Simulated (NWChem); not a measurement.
System: SiHIF₂; SMILES F[SiH](F)I

def2 effective core potentials on I; no spin-orbit coupling.

**Question.** Give the equilibrium geometry at PBE0/def2-SVP with def2 effective core potentials on I (NWChem) as a list of bonds and angles, with the point group.

**Answer.** point group Cs; any orientation.
Bonded distances (Å): Si1–F2 1.607, Si1–F3 1.607, Si1–I4 2.409, Si1–H5 1.474. Bond angles (°): F2–Si1–F3 107.1, F2–Si1–I4 109.2, F2–Si1–H5 109.5, F3–Si1–I4 109.2, F3–Si1–H5 109.5, I4–Si1–H5 112.1.
